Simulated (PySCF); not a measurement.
C3H3, SMILES C#C[CH2] (connectivity only; charge and spin as stated), charge +1, multiplicity 1.

Geometry optimised at PBE0-D3(BJ)/def2-TZVP. The multiplicity is an assumed one; other spin states were not compared. The isomer is the one that the SMILES or the coordinates give; other isomers of the formula were not compared.

All values below come from SMD-B3LYP/def2-SVP run with PySCF.

Solvation free energies are E(SMD) − E(gas) at the gas-phase geometry, for 1 M in both phases.

```csv
solvent,ΔG(solv) (kcal/mol),its non-electrostatic (CDS) part
water,…,…
dimethylsulfoxide,-66.7,2.7
ethylethanoate,-58.1,1.0
```

Fill in the missing entries. (Estimate from the structure and the level; the computed values follow.)


- water, ΔG(solv) (kcal/mol): -65.8
- water, its non-electrostatic (CDS) part: 4.2
